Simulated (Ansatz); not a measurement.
(MgF2)n off (charge -1): PBE-D4/def2-TZVPD single points in Ansatz on relaxed structures, gas phase. Each cluster is the lowest isomer that a short search found in that spin, judged at the geometry's level, and lower ones may exist. HOMO and LUMO are taken over both spins. Singlets are spin-restricted. The spins of the ions were chosen, not always searched. A dash marks a value that wasn't run or was left out as unsound. The structures are stationary points that may keep the symmetry of their start. Remarks come from the PBE and PBE0 runs and from stability tests at other levels; not every state was tested. A HOMO above zero means that the electron is unbound at that level and held by the basis, or that self-interaction error raises the level; the energy of removing that electron tells which. HOMO above LUMO (over both spins in singlets and doublets, within one spin in higher multiplets; at PBE or PBE0), or a gap under 0.15 eV within one spin, warns that the state may not be the lowest or that an electron is smeared out.

Problem. Estimate the order by vertical IE (eV), lowest first.
A. MgF3⁻ (singlet)
B. MgF2⁻ (doublet; oxidised ion singlet)

Solution. B (1.41), A (5.79).

In full:

| species | atoms | state | geometry | HOMO (eV) | vertical IE (eV) | lowest of the spins relaxed | point group (within 0.1 Å) | remarks |
| --- | --- | --- | --- | --- | --- | --- | --- | --- |
| MgF2⁻ | 3 | doublet; oxidised ion singlet | r2SCAN-D4/def2-TZVPD | 1.07 | 1.41 | doublet, of doublet/quartet | C2v | HOMO above zero at PBE or PBE0, HOMO above zero (quartet) |
| MgF3⁻ | 4 | singlet | r2SCAN-D4/def2-TZVPD | -2.36 | 5.79 | singlet, of singlet/triplet | D3h | HOMO above zero (triplet), HOMO above zero (quintet), gap within one spin near zero at PBE or PBE0 (quintet) |
| Mg2F5⁻ | 7 | singlet | PBE-D4/def2-SVPD | -3.60 | – | – | D3h | – |
